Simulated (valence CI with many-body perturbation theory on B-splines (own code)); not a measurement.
Which ion has this spectrum?

A relativistic CI+MBPT calculation for an atom or ion with 5 electrons gives these levels (eV):

```tsv
J	Parity	E	g
1/2	odd	0.00	0.64
1/2	even	145.29	2.23
3/2	odd	255.72	1.32
3/2	even	357.47	1.67
5/2	even	386.65	1.37
3/2	even	432.62	0.96
1/2	even	434.18	1.20
3/2	odd	590.14	1.38
5/2	even	631.49	1.40
1/2	even	698.75	1.86
3/2	even	699.85	1.20
3/2	odd	817.50	1.43
5/2	odd	835.98	1.18
1/2	odd	871.11	0.64
```

The energies are calculated, and their last digits are not significant.

Problem. Which is it?
A. Ag42+
B. Sn45+
C. Te47+
D. In44+

Solution. B. Sn45+, ground level (2s^2 2p1/2) J=1/2.
